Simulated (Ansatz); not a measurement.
```tsv
atom	x (Å)	y (Å)	z (Å)
H	-0.0548	0.0390	1.4934
C	0.0226	-0.0381	0.4045
C	1.4840	-0.0359	-0.0815
C	-0.7672	1.3325	-0.0415
C	-0.7906	-1.2870	-0.1392
H	1.5189	-0.0252	-1.1215
H	1.9710	0.8217	0.2229
H	2.0107	-0.9201	0.2024
H	-0.7119	1.2708	-1.1311
H	-1.8045	1.3143	0.2537
H	-0.2403	2.2242	0.3365
H	-0.7125	-1.3240	-1.1582
H	-0.2271	-2.1408	0.2029
H	-1.8028	-1.3654	0.2593
```

Basis set: STO-3G (spherical functions). Frozen core: 4 orbitals. Charge 0, multiplicity 1.

Computed with Ansatz (development build ahead of 0.2.0); each method stands on the lowest determinant of its kind that the runs found. Restricted open shells among the atoms or ions are ROHF, correlated in semicanonical orbitals with singles.

(1) Give the atomization energy at this shape (free ground-state atoms in the same class of orbitals less the molecule, no zero-point energy) of singlet C₄H₁₀ by RHF-MP2, RHF.

Results:

(1)

| method | atomization energy |
| --- | --- |
| RHF-MP2 | 1348.88 kcal/mol |
| RHF | 1242.55 kcal/mol |

Caution: no unrestricted run beside it, a lower state can exist; the shape is not the minimum.

This basis has no polarisation functions and is too small for such energies, which can lie far from measured ones in either direction.
